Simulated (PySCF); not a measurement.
Species: C8H6S2.
SMILES with atom numbers: `[cH:1]1[cH:2][s:3][c:4](-[c:5]2[cH:6][cH:7][cH:8][s:9]2)[cH:10]1` (hydrogens: H11 on C1; H12 on C2; H13 on C6; H14 on C7; H15 on C8; H16 on C10)

Structure used (PBE0-D3(BJ)/def2-SVP), in Å, numbered top down from 1:
```xyz
16
C8H6S2 angstrom
C      2.861    0.846   -0.479
C      3.149   -0.178    0.385
S      1.726   -0.964    0.937
C      0.707    0.084    0.004
C     -0.733   -0.071    0.034
C     -1.492   -0.984    0.737
C     -2.886   -0.835    0.520
C     -3.177    0.187   -0.345
S     -1.755    0.974   -0.900
C      1.467    0.997   -0.698
H      3.623    1.472   -0.943
H      4.125   -0.516    0.729
H     -1.052   -1.739    1.391
H     -3.648   -1.461    0.986
H     -4.154    0.523   -0.689
H      1.028    1.754   -1.350
```

Method: TDDFT CAM-B3LYP/def2-SVPD, vertical, gas phase, core orbitals frozen in the response (PySCF).

Excitation energies and transition dipoles (atomic units, axes of the coordinates) of those of the lowest 10 singlets that add 0.02 au or more to the mean polarisability:

```csv
state,ΔE (hartree),μx,μy,μz
S1,0.1504,-1.927,-0.021,-0.113
S3,0.2013,-0.333,-0.707,0.561
S4,0.2069,0.004,-0.051,-0.063
S9,0.2343,-0.011,0.130,0.157
```

What does each state add to αxx, αyy and αzz, and how do the sums compare with the full static tensor?

Each state adds 2 μα² / ΔE.

```
        state  αxx (au)  αyy (au)  αzz (au)
           S1     49.36      0.01      0.17
           S3      1.10      4.96      3.13
           S4      0.00      0.02      0.04
           S9      0.00      0.14      0.21
all 10 states      50.5       5.1       3.5
full response     190.1     109.2      97.8
    share (%)        27         5         4
```

The rest comes from the higher roots of the same response equations.

Give the full tensor and its principal values.

In au, rows and columns x, y, z:
```
x   190.1   6.2   2.7
y     6.2 109.2 -28.8
z     2.7 -28.8  97.8
```
Principal values 73.8, 132.7 and 190.6 au; mean 132.4 au (19.62 Å³).

By how much does the contribution of these states grow at 632.8 nm?

With ω = 0.0720 hartree each state's term in the mean polarisability goes from f / ΔE² to f / (ΔE² − ω²), f = (2/3) ΔE |μ|²; the sum over all 10 states goes from 19.72 to 25.09 au, a rise of 5.37 au.

One conformer stands for the species.
